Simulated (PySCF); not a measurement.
B(F)(SiH3)2, SMILES FB([SiH3])[SiH3] (H₆BFSi₂), singlet (PBE0/def2-SVP optimised geometry):

```
10

B      0.248    -0.185    -1.625
F      0.994    -0.365    -2.707
Si     1.067     0.752     0.000
H      0.575     0.117     1.264
H      0.588     2.174     0.000
H      2.563     0.752     0.000
Si    -1.686    -0.858    -1.630
H     -2.563     0.086    -0.867
H     -1.714    -2.174    -0.910
H     -2.250    -1.054    -3.001
```

Computed with PBE0/def2-TZVP in PySCF.

**Question.** What are the frontier orbital energies and the dipole moment?

**Answer.** HOMO-2 -9.78 eV, HOMO-1 -9.74 eV, HOMO -7.50 eV, LUMO -2.22 eV, LUMO+1 0.04 eV; dipole moment 0.25 D.

Meta-Löwdin charges at PBE0/def2-TZVP: B1 0.12, F2 -0.26, Si3 0.27, H4 -0.07, H5 -0.06, H6 -0.07, Si7 0.27, H8 -0.07, H9 -0.06, H10 -0.07.
